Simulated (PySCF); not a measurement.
**Two-photon absorption: 3-furoic acid (O=C(O)c1ccoc1, C₅H₄O₃)**

Molfile (atoms numbered from 1):
```
C5H4O3
     RDKit          3D

 12 12  0  0  0  0  0  0  0  0999 V2000
    2.1387   -1.1067    0.9157 O   0  0  0  0  0  0  0  0  0  0  0  0
    1.5662   -0.2112    0.3464 C   0  0  0  0  0  0  0  0  0  0  0  0
    2.2024    0.8644   -0.1412 O   0  0  0  0  0  0  0  0  0  0  0  0
    0.1200   -0.1588    0.1025 C   0  0  0  0  0  0  0  0  0  0  0  0
   -0.6562    0.8422   -0.5706 C   0  0  0  0  0  0  0  0  0  0  0  0
   -1.9411    0.4021   -0.5186 C   0  0  0  0  0  0  0  0  0  0  0  0
   -2.0076   -0.7856    0.1315 O   0  0  0  0  0  0  0  0  0  0  0  0
   -0.7687   -1.1200    0.5036 C   0  0  0  0  0  0  0  0  0  0  0  0
    3.1411    0.7387    0.0645 H   0  0  0  0  0  0  0  0  0  0  0  0
   -0.2872    1.7589   -1.0229 H   0  0  0  0  0  0  0  0  0  0  0  0
   -2.8843    0.8003   -0.8828 H   0  0  0  0  0  0  0  0  0  0  0  0
   -0.6387   -2.0550    1.0421 H   0  0  0  0  0  0  0  0  0  0  0  0
  1  2  2  0
  2  3  1  0
  2  4  1  0
  4  5  1  0
  5  6  2  0
  6  7  1  0
  7  8  1  0
  8  4  2  0
  3  9  1  0
  5 10  1  0
  6 11  1  0
  8 12  1  0
M  END
```

Computed, not measured: TDDFT CAM-B3LYP/aug-cc-pVDZ excited states, vertical, gas phase (PySCF). Geometry: PBE0-D3(BJ)/def2-SVP.

Give the one- and two-photon strengths of the lowest singlets.

δ for parallel linear polarisation; σ at the peak of a Lorentzian of half width 0.1 eV, single beam; Ω is circular over linear.
```
state  E (eV)      f  photon λ (nm)  δ (au)  σ (GM)     Ω                                  main
   S1    5.44  0.000            456    0.22    0.00  1.44  HOMO−1→LUMO 0.85, HOMO−1→LUMO+5 0.09
   S2    5.56  0.074            446    88.7    1.01  1.37                        HOMO→LUMO 0.96
   S3    6.31  0.005            393     104    1.52  1.50    HOMO→LUMO+1 0.71, HOMO→LUMO+2 0.18
   S4    6.45  0.010            385      99    1.51  1.12    HOMO→LUMO+5 0.56, HOMO−2→LUMO 0.41
   S5    6.86  0.555            361    77.3    1.33  0.80    HOMO−2→LUMO 0.51, HOMO→LUMO+5 0.38
   S6    6.91  0.016            359      32    0.56  1.50    HOMO→LUMO+2 0.45, HOMO→LUMO+3 0.33
```
